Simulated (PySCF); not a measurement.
Computed shifts of a molecule ClGeH5OSi, B3LYP/pcSseg-1 (PySCF), GIAO, gas phase, atoms alike by connectivity averaged where their shifts nearly agree, in ppm (number of nuclei): ²⁹Si: -16.7 (1). ¹H: 5.71 (2), 5.49 (3). References: ²⁹Si against TMS (σ = 338.7 ppm); ³⁵Cl against HCl (σ = 933.3 ppm); ¹⁷O against H2O (σ = 333.8 ppm); ⁷³Ge against GeH4 (σ = 1631.8 ppm); ¹H against TMS (σ = 31.68 ppm), references at their B3LYP-D3(BJ)/def2-TZVP geometries, non-relativistic (without spin–orbit terms, shifts of atoms bonded to Cl or Br come out too high). The structure is a stationary point at PBE0-D3(BJ)/def2-SVP. Other conformers were not sampled.

Pick the molecule that these values belong to.
(A) [SiH3][O][GeH2][Cl]
(B) [OH][Ge@@H]([SiH3])[Cl]
(C) Cl[SiH2][O][GeH3]
(D) [OH][GeH2][SiH2]Cl

C, Cl[SiH2][O][GeH3]
